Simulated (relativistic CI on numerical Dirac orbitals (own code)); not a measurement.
## Slater and spin-orbit integrals, Tb²⁹⁺

These numbers are calculated, not measured: Dirac-Coulomb-Breit CI, separate exchange-only KLI orbitals for each configuration, model QED (radiative potential, 1s self-energy scaled to tabulated hydrogen-like ionisation energies), unscaled Slater integrals (own radial code, finite nucleus).

Slater integrals F^k, G^k are unscaled and averaged over j, outside the closed core [Ar] 3d10; ζ comes from projecting the Hamiltonian with its Breit term on Σ l·s of the shell.

- 4s2 4p5 4d: ζ(4p) = 241810, F^2(4p,4d) = 198780, G^1(4p,4d) = 247770, G^3(4p,4d) = 158590, ζ(4d) = 29900 cm⁻¹; <r>(4p) = 0.5061, <r^2>(4p) = 0.2894, <r>(4d) = 0.511, <r^2>(4d) = 0.2982 (bohr units).
- 4s 4p6 4d: G^2(4s,4d) = 195780, ζ(4d) = 30085 cm⁻¹; <r>(4s) = 0.4927, <r^2>(4s) = 0.2726, <r>(4d) = 0.5112, <r^2>(4d) = 0.2984 (bohr units).
- 4s2 4p5 4f: ζ(4p) = 241120, F^2(4p,4f) = 201530, G^2(4p,4f) = 163630, G^4(4p,4f) = 119630, ζ(4f) = 4277.5 cm⁻¹; <r>(4p) = 0.5064, <r^2>(4p) = 0.2898, <r>(4f) = 0.4877, <r^2>(4f) = 0.2695 (bohr units).

Averages of the first 10 configurations, taken without configuration mixing, which lowers the lowest level and can move excited configurations by several eV; other configurations of the list can lie among them:

```json
{"Configuration": "4s2 4p6", "Parity": "even", "States": "1", "Average energy above the lowest level (eV)": "0.3"}
{"Configuration": "4s2 4p5 4d", "Parity": "odd", "States": "60", "Average energy above the lowest level (eV)": "145.8"}
{"Configuration": "4s 4p6 4d", "Parity": "even", "States": "20", "Average energy above the lowest level (eV)": "263.8"}
{"Configuration": "4s2 4p5 4f", "Parity": "even", "States": "84", "Average energy above the lowest level (eV)": "300.7"}
{"Configuration": "4s 4p6 4f", "Parity": "odd", "States": "28", "Average energy above the lowest level (eV)": "419.0"}
{"Configuration": "4s2 4p5 5s", "Parity": "odd", "States": "12", "Average energy above the lowest level (eV)": "460.7"}
{"Configuration": "4p6 4d 4f", "Parity": "odd", "States": "140", "Average energy above the lowest level (eV)": "684.4"}
{"Configuration": "4s2 4p5 5p", "Parity": "even", "States": "36", "Average energy above the lowest level (eV)": "509.0"}
{"Configuration": "4p6 4d2", "Parity": "even", "States": "45", "Average energy above the lowest level (eV)": "531.0"}
{"Configuration": "4p5 4d3", "Parity": "odd", "States": "720", "Average energy above the lowest level (eV)": "673.8"}
```
